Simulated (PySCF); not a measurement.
isotetrasilane (H₁₀Si₄), SMILES [SiH3][SiH]([SiH3])[SiH3].

Geometry optimised at PBE0-D3(BJ)/def2-SVP.

All values below come from PySCF with HF/def2-TZVP.

Isolated molecule, no solvent.

* **total energy**: -1161.58052 hartree
* **point group**: C3
* **highest occupied level**: -10.44 eV
* **lowest empty level**: 2.84 eV
* **orbital gap**: 13.28 eV
* **dipole moment**: 0.24 D
* **quadrupole, principal values (traceless, Buckingham form, about the centre of nuclear charge)**: -0.54, -0.54, 1.07 D·Å
* **mean static polarisability**: 111.8 bohr³ (16.57 Å³)
* **polarisability, principal values**: 95.1, 120.2, 120.2 bohr³
